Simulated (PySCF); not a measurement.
**Orbital picture of GeC**

ωB97X-V at R = 1.797 Å; PySCF, no relativity, basis sets Ge def2-TZVPP, C def2-TZVPP. State: ³Π (triplet), unpaired electrons σ ↑, π ↑. Only the outer orbitals are listed, counted within each symmetry.

```json
{"spin": "α", "orbital": "8σ", "occ.": "1", "ε (eV)": "-21.35", "on Ge (%)": "38", "main shells (%)": "59 C s, 28 Ge s"}
{"spin": "α", "orbital": "9σ", "occ.": "1", "ε (eV)": "-14.34", "on Ge (%)": "55", "main shells (%)": "52 Ge s, 26 C s, 19 C p"}
{"spin": "α", "orbital": "10σ", "occ.": "1", "ε (eV)": "-10.12", "on Ge (%)": "50", "main shells (%)": "45 C p, 37 Ge p, 13 Ge s"}
{"spin": "α", "orbital": "4π", "occ.": "1", "ε (eV)": "-10.10", "on Ge (%)": "30", "main shells (%)": "70 C p, 27 Ge p"}
{"spin": "α", "orbital": "4π", "occ.": "1", "ε (eV)": "-9.42", "on Ge (%)": "31", "main shells (%)": "69 C p, 28 Ge p"}
{"spin": "α", "orbital": "5π", "occ.": "0", "ε (eV)": "0.11", "on Ge (%)": "79", "main shells (%)": "75 Ge p, 21 C p"}
{"spin": "α", "orbital": "5π", "occ.": "0", "ε (eV)": "0.58", "on Ge (%)": "78", "main shells (%)": "74 Ge p, 22 C p"}
{"spin": "β", "orbital": "8σ", "occ.": "1", "ε (eV)": "-19.28", "on Ge (%)": "49", "main shells (%)": "46 C s, 42 Ge s"}
{"spin": "β", "orbital": "9σ", "occ.": "1", "ε (eV)": "-12.31", "on Ge (%)": "70", "main shells (%)": "53 Ge s, 30 C s, 16 Ge p"}
{"spin": "β", "orbital": "4π", "occ.": "1", "ε (eV)": "-8.40", "on Ge (%)": "58", "main shells (%)": "56 Ge p, 41 C p"}
{"spin": "β", "orbital": "4π", "occ.": "0", "ε (eV)": "-1.89", "on Ge (%)": "67", "main shells (%)": "66 Ge p, 32 C p"}
{"spin": "β", "orbital": "10σ", "occ.": "0", "ε (eV)": "-1.42", "on Ge (%)": "33", "main shells (%)": "39 C p, 37 Ge p, 28 C s"}
{"spin": "β", "orbital": "5π", "occ.": "0", "ε (eV)": "1.13", "on Ge (%)": "53", "main shells (%)": "47 C p, 45 Ge p"}
```

**Question.** Which are the highest filled and the lowest empty level, where do they sit, and how wide is the gap?

**Answer.** Highest filled β 4π at -8.40 eV (in %: 56 Ge p, 41 C p); lowest empty β 4π at -1.89 eV (in %: 66 Ge p, 32 C p); the gap at ωB97X-V is 6.51 eV. Both belong to one degenerate shell, split only by its one-sided filling, so this is no excitation gap.

| Quantity | Value |
| --- | --- |
| bond order (Mayer) | 2.18 |
| ⟨S²⟩ | 2.083 |
| charge on Ge (Mulliken, basis-dependent) | 0.19 |
| charge on Ge (Löwdin, basis-dependent) | 0.36 |
| dipole moment (positive dipole means Ge(−)C(+)) | -1.96 D |

Spin–orbit coupling is left out. The state was picked by a PBE0 search and need not be the measured ground state.
